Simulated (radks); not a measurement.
Problem. The silicon ion Si2+, [Ne] 3s2. All-electron calculation, non-relativistic Kohn-Sham, PBE, spin-polarised, spherical densities, point nucleus. Program: a radial shooting solver on a logarithmic mesh with Libxc functionals. Every spin shell is full or empty, so the densities are truly spherical. Functionals are evaluated on that one density, not self-consistently. Rank these orbital-free kinetic functionals by their error against the exact value of the orbitals, and give that value: Thomas-Fermi, von Weizsacker, TF + vW/9, LC94, revAPBEK, Perdew 92, Thakkar, LKT, PG1, Ernzerhof.

Solution. Exact: 287.939 hartree. From best to worst, with 100 (|E| - |E exact|)/|E exact| (equal figures are ties): Thakkar +0.01, LC94 +0.17, Ernzerhof +0.20, Perdew 92 -0.48, TF + vW/9 -0.50, revAPBEK +0.69, Thomas-Fermi -7.56, PG1 +26.40, LKT +32.44, von Weizsacker -36.43.
